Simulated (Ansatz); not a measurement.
System: C3H7O (charge +1, singlet). It need not be the lowest isomer of its formula. 
Structure (B3LYP-D3(BJ)/def2-TZVP (Ansatz, an electronic-structure program) minimum search):
```
C
H 1 1.0832
C 1 1.4581 2 116.71
H 3 1.0813 1 120.62 2 6.05
H 3 1.0830 4 116.65 1 -159.48
C 1 1.4815 2 118.00 3 166.05
H 6 1.0899 1 111.31 2 50.51
H 6 1.0909 7 110.58 1 -126.18
H 6 1.0951 7 107.26 8 -117.21
O 3 1.5126 4 109.22 5 -129.42
H 10 0.9769 3 111.43 4 142.89
```
Charge +1, spin multiplicity 1.

Basis-set convergence of Hartree-Fock and CCSD correlation energies (hartree) with Ansatz. Correlated levels leave the core frozen unless marked. Spin-orbit coupling is left out. No relativistic terms.

```csv
basis,functions,E(HF),"E(corr, CCSD)"
cc-pVDZ,91,-192.24572,-0.64190
cc-pVTZ,218,[?],[?]
```

### Question
What belongs in the gaps?

### Answer

- cc-pVTZ, E(HF): -192.30551
- cc-pVTZ, E(corr, CCSD): -0.77195
